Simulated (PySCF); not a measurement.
Ti(NEt2)Cl3, C4H10Cl3NTi (singlet state).
Cartesian coordinates in Å at the PBE0-D3(BJ)/def2-SVP level; atoms count from 1:
```
atom  x, y, z in Å
Ti1    0.521    0.654   -1.731
N2     0.341    0.223    0.032
C3     0.411   -1.117    0.597
C4     0.779   -2.220   -0.378
C5    -0.087    1.244    0.991
C6    -1.599    1.348    1.114
H7    -0.567   -1.350    1.057
H8     1.148   -1.093    1.422
H9     0.048   -2.298   -1.196
H10    1.775   -2.062   -0.815
H11    0.788   -3.182    0.152
H12    0.371    1.001    1.967
H13    0.328    2.217    0.688
H14   -2.041    1.663    0.156
H15   -2.053    0.388    1.400
H16   -1.870    2.093    1.876
Cl17   2.492    0.017   -2.464
Cl18   0.276    2.814   -1.988
Cl19  -1.122   -0.347   -2.795
```

Method used: delta-SCF UKS SCAN, pcX-2 on the ionised atom (unc-x2c-TZVPall on a metal), pcseg-1 elsewhere, spin-free X2C (PySCF 2.14.0). These are vertical core ionisation energies against the vacuum level, from separate self-consistent calculations with and without the core hole.

Some binding energies are withheld.

| atom(s) | bonded to | level | binding energy (eV) |
| --- | --- | --- | --- |
| C3/C5 | N, C and 2 H | C 1s | ? |
| C4/C6 | C and 3 H | C 1s | 290.95 |
| N2 | 2 C and Ti | N 1s | 404.58 |
| Cl17/Cl18/Cl19 | Ti | Cl 1s | ? |
| Cl17/Cl18/Cl19 | Ti | Cl 2p3/2 | ? |
| Ti1 | 3 Cl and N | Ti 2p3/2 | 463.05 |

(1) Fill in Cl 2p3/2 for Cl17/Cl18/Cl19.

(2) Fill in C 1s for C3/C5.

(3) Fill in Cl 1s for Cl17/Cl18/Cl19.

Results:

(1) 205.06 eV (chlorine bonded to Ti), with 2p1/2 at 206.72 eV.

(2) 291.97 eV (carbon bonded to C, N and 2 H). The other listed C 1s value is that of C4/C6; the shift against it is +1.02 eV.

(3) 2827.65 eV (chlorine bonded to Ti).

The listed C 1s values span 1.02 eV, from C4/C6 (bonded to C and 3 H) to C3/C5 (bonded to N, C and 2 H).

What is the longest wavelength that can ionise Cl 2p3/2 of Cl17/Cl18/Cl19 vertically?

λ = hc/E = 12398.42 eV Å / 205.06 eV = 60.462 Å.

One atom of each set of topologically equivalent atoms was ionised and stands for the set; in this conformer not all members are related by symmetry, and their own values weren't computed. The unrestricted hole states depart most from a pure doublet (⟨S²⟩ = 0.75; over 0.85 named) for Ti 2p3/2 of Ti1 (0.96), which makes this value less certain. For 2p shells one spin-free hole was relaxed; a mean-field spin–orbit operator and the ground-state splitting of the three 2p orbitals were then diagonalised within the shell. The shell's mean is (2 × 2p3/2 + 2p1/2)/3, and the degeneracies 2j + 1 give areas of 2:1. 2p1/2 minus 2p3/2 (ligand field included): Cl 1.65 eV, Ti 5.72 eV. Satellites of the metal's 2p lines aren't described. Isolated species at its PBE0-D3(BJ)/def2-SVP geometry, gas phase. Metal 2p energies of this one-determinant scheme are less reliable than its 1s energies.

Hardware: INTEL XEON PLATINUM 8581C at 2.30 GHz, 2 threads, no GPU, on a shared host. Cost: 1.9 min wall, 4.7 min CPU, 1.2 GiB resident at most.
